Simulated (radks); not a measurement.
Excited configurations of Sr2+: one electron is placed in a higher orbital outside [Ar] 3d10 4s2 4p5. The ground configuration is [Kr]. All-electron calculation, scalar-relativistic Kohn-Sham, LDA (Slater exchange, Perdew-Wang correlation), spin-polarised, spherical densities, finite nucleus; open shells are filled with parallel spins first (spin-orbit coupling, left out, can overturn this in heavy ions); Fermi nuclear charge, rms radius 4.224 fm. Program: a radial shooting solver on a logarithmic mesh with Libxc functionals. Excitation = E - E(ground); binding = E(ion) - E, where the ion is the core of charge +3; n* = 3/sqrt(2 binding) in atomic units, and the quantum defect is n - n*.

outer orbital  excitation (eV)  binding (eV)     n*  quantum defect  eigenvalue (eV)  <r> (bohr)
4d                      22.994        20.184  2.463           1.537          -15.531       2.287
4f                      34.919         8.260  3.850           0.150           -6.548       5.273
5s                      23.733        19.446  2.509           2.491          -16.544       3.316
5d                      33.363         9.816  3.532           1.468           -8.231       5.499
5f                      37.654         5.525  4.708           0.292           -4.578       9.205
6p                      34.766         8.413  3.815           2.185           -7.230       7.233
6f                      39.292         3.886  5.613           0.387           -3.303       14.16
7s                      37.044         6.135  4.467           2.533           -5.345       10.30
7p                      37.824         5.355  4.782           2.218           -4.650       11.51
7d                      39.068         4.111  5.458           1.542           -3.558       14.44

The Delta-SCF ionisation energy is 43.179 eV (NIST Atomic Spectra Database: 42.884 eV, measured). Self-interaction in the functional shifts the binding energies and quantum defects, so they are the method's values and not measured ones. Open shells are spherical and high-spin; term and fine-structure splittings are not resolved.
